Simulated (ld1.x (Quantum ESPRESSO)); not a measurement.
**Mo: excitation energies, all-electron against TM**

ld1.x (Quantum ESPRESSO) 7.5 input, shortened:

```
&input
   title='Mo', zed=42., rel=1, dft='PBE', iswitch=3,
   config='[Kr] 4d5 5s1 5p0'
 /
 &inputp
   pseudotype=2, tm=.true., lloc=1,
   nlcc=.true., rcore=1.05
 /
3
4S  1  0   2.00   0.00  1.75  1.75  0.0
4D  3  2   5.00   0.00  1.45  1.45  0.0
4P  2  1   6.00   0.00  1.15  1.15  0.0
 &test
   configts(1)='4s2 4p6 4d5 5s1 5p0'
 /
```

Occupied shells without a wave of their own: 5s. They enter only through the test configuration that unscreens the potential, and ld1.x also counts them in the model core charge.

Energies are relative to the spin-unpolarised reference configuration 4s2 4p6 4d5 5s1 5p0; without spin polarisation the order of configurations can differ from experiment.

ld1.x takes every shell without a wave as core, so the model core holds the 5s electrons as well and exchange and correlation see them twice. This cancels in the reference configuration, but the file is broken for other ones, and its errors say nothing about a proper core correction.

| valence configuration | charge | ΔE all-electron (eV) | error AE − PS (meV) |
| --- | --- | --- | --- |
| 4s2 4p6 4d5 5s0 5p0 | +1 | 6.890 | -541 |
| 4s2 4p6 4d4 5s0 5p0 | +2 | 22.352 | -909 |
| 4s2 4p6 4d3 5s0 5p0 | +3 | 49.096 | -1338 |
| 4s2 4p6 4d4 5s1 5p1 | 0 | 3.740 | +4.7 |
| 4s1 4p6 4d5 5s1 5p0 | +1 | 70.200 | -159 |
| 4s2 4p6 4d5 5s0.5 5p0 | +0.5 | 2.727 | -219 |
| 4s2 4p6 4d2 5s0 5p0 | +4 | 88.600 | -1795 |

The potential misses its own reference levels by up to 0.3 eV.
